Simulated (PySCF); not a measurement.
O3Sn, SMILES [O]=[Sn]1[O][O]1.

Geometry: B3LYP-D3(BJ)/def2-SVP. The def2 effective core potentials stand for the cores of Sn; spin–orbit coupling is left out.

The numbers are results of B3LYP-D3(BJ)/def2-SVP run with PySCF, not measurements.

Frequencies are harmonic and unscaled.

Task: List the normal modes with their intensities. (The exact figures need the calculation; the answer reports its results.)

Result: 
```json
[
 {"mode": "1", "ν (cm⁻¹)": "116", "IR (km/mol)": "35.5", "Raman (Å⁴/amu)": "0.9", "depolarisation": "0.75", "moving atoms (share of kinetic energy)": "O 77 %, Sn 23 %"},
 {"mode": "2", "ν (cm⁻¹)": "133", "IR (km/mol)": "32.6", "Raman (Å⁴/amu)": "0.4", "depolarisation": "0.75", "moving atoms (share of kinetic energy)": "O 73 %, Sn 27 %"},
 {"mode": "3", "ν (cm⁻¹)": "541", "IR (km/mol)": "24.5", "Raman (Å⁴/amu)": "15.5", "depolarisation": "0.44", "moving atoms (share of kinetic energy)": "O 90 %, Sn 10 %"},
 {"mode": "4", "ν (cm⁻¹)": "553", "IR (km/mol)": "6.9", "Raman (Å⁴/amu)": "3.9", "depolarisation": "0.75", "moving atoms (share of kinetic energy)": "O 97 %"},
 {"mode": "5", "ν (cm⁻¹)": "759", "IR (km/mol)": "1.8", "Raman (Å⁴/amu)": "33.7", "depolarisation": "0.07", "moving atoms (share of kinetic energy)": "O 100 %"},
 {"mode": "6", "ν (cm⁻¹)": "827", "IR (km/mol)": "23.0", "Raman (Å⁴/amu)": "2.9", "depolarisation": "0.42", "moving atoms (share of kinetic energy)": "O 81 %, Sn 19 %"}
]
```
